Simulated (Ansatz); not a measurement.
**A ladder of methods for BH2I (SMILES [H]B([H])I)**

BH2I: 4 atoms, total charge 0, spin state singlet. SMILES: `[H]B([H])I`. The coordinates come from a GFN2-xTB relaxation.

```xyz
4

B     0.1203    0.2004    0.0092
H     1.2856    0.1646    0.0405
H    -0.4568    1.2139    0.0077
I    -0.9490   -1.5789   -0.0574
```

Quantity: the energy change with the B1–H3 bond stretched from 1.166 to 1.749 Å, in eV. The values are calculated.

```csv
level,kind,program,value (eV),less FCI/STO-3G,CPU time (all runs)
HF/STO-3G (restricted),Hartree–Fock,Ansatz,3.12,+0.83,0.67 s
SVWN5/STO-3G (restricted),LDA,Ansatz,2.42,+0.13,2.1 s
r2SCAN/STO-3G (restricted),meta-GGA,Ansatz,2.50,+0.21,7.9 s
PBE0/STO-3G (restricted),global hybrid,Ansatz,2.58,+0.29,3.2 s
MP2/STO-3G (restricted),perturbation theory,Ansatz,2.63,+0.34,0.78 s
BCCD(T)/STO-3G (restricted),coupled cluster or CI,Ansatz,2.30,+0.01,0.99 s
CCSD(T)/STO-3G (restricted),coupled cluster or CI,Ansatz,2.30,+0.01,0.9 s
CCSDT(Q)/STO-3G (restricted),coupled cluster or CI,Ansatz,2.29,0.00,1.5 s
FCI/STO-3G,exact in the basis,Ansatz,2.29,0.00,13 s
```

FCI/STO-3G is exact within its basis and frozen core, so for wave-function methods in that basis the difference is their error; functionals converge differently with the basis, so for them it is only a difference. Spin-restricted single references rise too steeply as a bond breaks, Hartree–Fock most of all. All-electron rows without a relativistic Hamiltonian named are non-relativistic. The first shape isn't each level's own minimum. The values span 2.29 to 3.12 eV. All rows use very small basis sets, so even the best lies far from the true value. In the correlated wave-function rows the outer d shell of I is correlated, in sets not made for it. CPU times are rough (shared hosts, several kinds of processor): they show what a rung costs within a factor of a few.
